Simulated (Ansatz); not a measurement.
Frontier orbitals of HI3OZr (`[OH][Zr]([I])([I])[I]`).

```csv
atom,x (Å),y (Å),z (Å)
O1,0.662,1.274,-0.526
Zr2,-0.149,-0.285,0.117
I3,-0.524,-0.050,2.780
I4,-2.526,-0.616,-1.120
I5,1.458,-2.392,-0.402
H6,1.079,2.069,-0.850
```

Charge 0, multiplicity 1. Correlated methods include outer-core shells of I, Zr, which these sets cover unevenly. Zr, I: def2 effective core potential. All single points use the PBE0-D4/def2-TZVP geometry. It is one conformer, not always the lowest. Basis def2-TZVPP, Ansatz.

Orbital energies of one run (eV). Highest occupied ones, from the top: -6.37, -6.56, -6.56, -6.95, -7.12, -7.12, -7.58, -7.58, -8.09, -9.16, -9.16, -13.27, -17.04, -17.04. Empty: -2.99, -2.98, -2.11, -2.05, -2.05, -0.99.

(1) Which functional gave them?
A. r2SCAN0
B. BHLYP
C. BLYP
D. ωB97X-V

Answers

(1) C. HOMO energies: BLYP -6.37, ωB97X-V -9.76, r2SCAN0 -7.85, BHLYP -8.53 eV.
